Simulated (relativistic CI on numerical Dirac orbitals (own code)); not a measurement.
One change at a time: Al X

Base calculation: Dirac-Coulomb-Breit CI, KLI orbitals optimised for each configuration, model QED, unscaled Slater integrals.

Configurations in the expansion (outside the closed core 1s2): 2s², 2s2p, 2p², 2p3s, 2p3p, 2s3s, 2s3p, 2s3d, 2s4s, 2s4p, 2s4d, 2s4f, 2s5s, 2s5p, 2s5d, 2s5f, 2s5g, 3s², 3s3p, 3p². Levels of other configurations are missing.

Variants: (1) one mean potential for all configurations. Shifts of the energy above 2s² ¹S0, in cm⁻¹, for the lowest level and the first level of each name with at least 55 % of one term (blank where a level changes its place among those of its configuration and J or its character, or is not in the variant):

```
    Level     Base   Δ(1)
  2s² ¹S0        0      0
2s2p ³P°0   156312   -176
2s2p ³P°1   157948   -176
2s2p ³P°2   161542   -176
2s2p ¹P°1   313619   -217
  2p² ³P0   407390    -29
  2p² ³P1   409311    -35
  2p² ³P2   412468    -45
  2p² ¹D2   456698   +168
  2p² ¹S0   567014   -313
 2s3s ³S1  1854203  +1058
 2s3s ¹S0  1883143   +435
2s3p ¹P°1  1926745   +529
2s3p ³P°0  1929001   +461
```

At this charge energies of transitions that change n are usually good to better than 1 %, and those within a shell (Δn = 0) to a few per cent.

Ionisation energy from the two ground configurations alone: base 394.275 eV. The NIST ASD value (semi-empirical) is 398.65 eV.
